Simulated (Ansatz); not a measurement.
The cluster Li₆H₇, 13 atoms. Hardware: 2 threads of Arm Neoverse V2 on a shared host.

Correlated methods freeze no core orbitals; core or outer-core shells of Li are correlated, in sets that lack core-valence functions.

Q: How many basis functions does each of these Ansatz runs have, and roughly what does it cost? PBE with 5 % exact exchange/def2-TZVP, charge 0 doublet, energy, from earlier orbitals; PBE with 10 % exact exchange/def2-TZVP, charge 0 quartet, energy, from earlier orbitals; r2SCAN-D4/def2-TZVPD, charge -1 singlet at the geometry of the charge 0 doublet, energy, from earlier orbitals; PBE-D4/def2-SVP, charge 0 doublet, energy, from earlier orbitals; PBE-D4/def2-TZVPD, charge -1 singlet, energy, from earlier orbitals; RPA@PBE/def2-TZVP, charge 0 doublet, energy, from earlier orbitals; PBE-D4/def2-TZVP, charge 0 quartet, energy, from earlier orbitals; PBE0-D4/def2-TZVPD, charge -1 singlet, energy, from earlier orbitals; PBE with 5 % exact exchange/def2-TZVP, charge 0 quartet, energy, from earlier orbitals; PBE-D4/def2-TZVPD, charge 0 doublet, energy, from earlier orbitals; PBE0-D4/def2-SVP, charge 0 doublet, energy, from earlier orbitals; BLYP-D4/def2-TZVP, charge 0 quartet, energy, from earlier orbitals.

A: Other jobs shared the machine, so times can vary by a factor of up to 3. A dash marks memory too small to be measured apart from the calling script's.

```tsv
run	functions	fitting or Cholesky vectors	wall time	peak host memory (GiB)
PBE0-D4/def2-TZVPD, charge -1 singlet, energy, from earlier orbitals	165	1347	2.5 s	–
PBE-D4/def2-SVP, charge 0 doublet, energy, from earlier orbitals	89	1222	2.5 s	–
PBE-D4/def2-TZVP, charge 0 quartet, energy, from earlier orbitals	126	1082	2.6 s	–
PBE with 5 % exact exchange/def2-TZVP, charge 0 doublet, energy, from earlier orbitals	126	1082	2.9 s	–
PBE with 5 % exact exchange/def2-TZVP, charge 0 quartet, energy, from earlier orbitals	126	1082	2.9 s	–
PBE with 10 % exact exchange/def2-TZVP, charge 0 quartet, energy, from earlier orbitals	126	1082	2.9 s	–
BLYP-D4/def2-TZVP, charge 0 quartet, energy, from earlier orbitals	126	1082	2.9 s	–
PBE-D4/def2-TZVPD, charge -1 singlet, energy, from earlier orbitals	165	1347	3.3 s	–
PBE0-D4/def2-SVP, charge 0 doublet, energy, from earlier orbitals	89	1133	3.6 s	–
PBE-D4/def2-TZVPD, charge 0 doublet, energy, from earlier orbitals	165	1347	4.2 s	–
RPA@PBE/def2-TZVP, charge 0 doublet, energy, from earlier orbitals	126	1250	4.2 s	–
r2SCAN-D4/def2-TZVPD, charge -1 singlet at the geometry of the charge 0 doublet, energy, from earlier orbitals	165	1347	7.5 s	–
```
